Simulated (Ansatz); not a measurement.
Basis-set extrapolation for CH9BSi2 (`CB([SiH3])[SiH3]`) (PBE0-D4/def2-TZVP geometry, frozen core, Ansatz 0.2.0). Multiplicity 1, RHF reference.

```tsv
	def2-TZVPP	def2-QZVPP
HF	-645.666879	-645.687829
MP2 correlation	-0.534369	-0.569981
CCSD(T) correlation	-0.628454	not run
```

Energies in hartree. Use E(X) = E(∞) + A·exp(−7.88·√X) for Hartree–Fock and E(X) = E(∞) + B·X^(−2.97) for correlation, with X = 3 and 4, and add CCSD(T) minus MP2 of the smaller set to the MP2 limit.

What is the CCSD(T) energy at the basis-set limit?

HF limit: -645.687829 + (-0.020950) × 0.13774 = -645.69071. MP2 limit: -0.569981 + (-0.035612) × 0.74074 = -0.59636. Higher-order term: -0.628454 − (-0.534369) = -0.09408. Total: -646.38115 hartree, 2.34 eV below CCSD(T)/def2-TZVPP.
